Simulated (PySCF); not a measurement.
## Correlation energy of Pt (platinum, neutral)

[Xe] 4f14 5d8 6s1 7s1, high-spin 5F determinant (an excited configuration). All numbers are calculated (PySCF 2.14, a scalar-relativistic core potential, in aug-cc-pwCVDZ-PP with ECP60MDF (6s6p5d3f, 70 functions)). Frozen: 5s2 5p6; 10 electrons correlated.

```csv
level,correlation energy (mhartree)
CCSD,-225.10
(T),-5.32
CCSD(T),-230.42
```

Diagnostics: T1 = 0.0095, D1 = 0.0380, largest double amplitude 0.029.

Spin-orbit coupling, absent here, splits the open shell strongly. The outer electron is Rydberg-like, and this basis confines it to a smaller radius and binds it less than a complete one would.

Cost of the coupled-cluster step: of the order of 24 core-seconds, for 10 correlated electrons.

Iterations:

```
CC2 = 0
CCSD nocc = (np.int64(7), np.int64(3)), nmo = (66, 66)
frozen orbitals [[0, 1, 2, 3], [0, 1, 2, 3]]
max_cycle = 100
direct = 0
conv_tol = 1e-08
conv_tol_normt = 1e-06
diis_space = 8
diis_start_cycle = 0
Init t2, MP2 energy = -0.229112348589526
Init E_corr(UCCSD) = -0.229112348595499
cycle = 1  E_corr(UCCSD) = -0.222312756914717  dE = 0.00679959168  norm(t1,t2) = 0.0389883
cycle = 2  E_corr(UCCSD) = -0.224480922367913  dE = -0.00216816545  norm(t1,t2) = 0.0125507
cycle = 3  E_corr(UCCSD) = -0.225045742755964  dE = -0.000564820388  norm(t1,t2) = 0.00592729
cycle = 4  E_corr(UCCSD) = -0.225117835870388  dE = -7.20931144e-05  norm(t1,t2) = 0.00133405
cycle = 5  E_corr(UCCSD) = -0.225094604605758  dE = 2.32312646e-05  norm(t1,t2) = 0.000776752
cycle = 6  E_corr(UCCSD) = -0.225098719071864  dE = -4.11446611e-06  norm(t1,t2) = 0.000339597
cycle = 7  E_corr(UCCSD) = -0.225104583425107  dE = -5.86435324e-06  norm(t1,t2) = 0.00013097
cycle = 8  E_corr(UCCSD) = -0.225102632182024  dE = 1.95124308e-06  norm(t1,t2) = 5.77769e-05
cycle = 9  E_corr(UCCSD) = -0.225102271281105  dE = 3.60900918e-07  norm(t1,t2) = 1.89865e-05
cycle = 10  E_corr(UCCSD) = -0.225102554359653  dE = -2.83078548e-07  norm(t1,t2) = 6.59581e-06
cycle = 11  E_corr(UCCSD) = -0.225102481156305  dE = 7.32033481e-08  norm(t1,t2) = 2.53189e-06
cycle = 12  E_corr(UCCSD) = -0.225102516083952  dE = -3.49276466e-08  norm(t1,t2) = 9.9591e-07
cycle = 13  E_corr(UCCSD) = -0.225102523252985  dE = -7.16903306e-09  norm(t1,t2) = 2.2843e-07
UCCSD converged
E(UCCSD) = -118.5397428512772  E_corr = -0.2251025232529849
UCCSD(T) correction = -0.00531872910810711
```
